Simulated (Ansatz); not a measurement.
The molecule CH-, multiplicity 3 (lowest of 2S+1 = 1, 3, 5 at CCSD(T)/def2-TZVPP on PBE0 minima; our sources give no spin for the ground state, which may be another).

Seven points along R, fitted to fifth degree in 1/R; most abundant isotopes. Runs in def2 and cc sets follow the lowest solution found near the PBE0 minimum.

Correlated levels freeze the cores.

Programs: Ansatz (a quantum-chemistry and plane-wave program) with Gaussian orbitals. Each number belongs to the level named beside it.

Energies at CCSD(T)/aug-cc-pVTZ:

| R (Å) | E (hartree) |
|---|---|
| 1.063310 | -38.45236925 |
| 1.091894 | -38.45420364 |
| 1.118191 | -38.45505443 |
| 1.147918 | -38.45520533 |
| 1.177645 | -38.45463967 |
| 1.211945 | -38.45326151 |
| 1.251962 | -38.45088007 |

**Question.** With a reduced mass of 0.9297 u, find the minimum, the force constant and the constants.

**Answer.** A fifth-degree polynomial in 1/R puts the minimum at r_e = 1.1386 Å with force constant 375 N/m. Then ω_e = (1/2πc)√(k/μ) = 2615 cm⁻¹ and B_e = h/(8π²cμr_e²) = 13.99 cm⁻¹; the cubic and quartic terms give α_e = 0.64 and ω_e x_e = 77 cm⁻¹.
